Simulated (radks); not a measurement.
Values are calculated unless marked as measured or tabulated.
Problem. Isoelectronic series with 15 electrons, all held in the configuration [Ne] 3s2 3p3, which need not be the ground one along the series. Code: a radial shooting solver on a logarithmic mesh with Libxc functionals. Model: Dirac Kohn-Sham, LDA (Slater exchange, Perdew-Wang correlation), spin-unpolarised, spherical densities, point nucleus; open shells fill j = l - 1/2 first. Total energies (hartree) and orbital eigenvalues (Ry):

ion,E (hartree),3p3/2,3p1/2,3s1/2
P,-340.79118,-0.40910,-0.41315,-1.02903
Cl2+,-458.67327,-2.32886,-2.34109,-3.29601
K4+,-595.19318,-5.24472,-5.27168,-6.56683
Sc6+,-750.37733,-9.09741,-9.14815,-10.78408
V8+,-924.29656,-13.86660,-13.95313,-15.93102
Co12+,-1328.73633,-26.12319,-26.33130,-28.99889
Cu14+,-1559.49681,-33.60444,-33.90648,-36.92272
Ga16+,-1809.46926,-41.98649,-42.41083,-45.77876
As18+,-2078.81056,-51.26969,-51.85000,-55.57307

Estimate the row of Mn10+.

Solution. E (hartree) -1117.04548; 3p3/2 -19.54328; 3p1/2 -19.68098; 3s1/2 -22.00261.
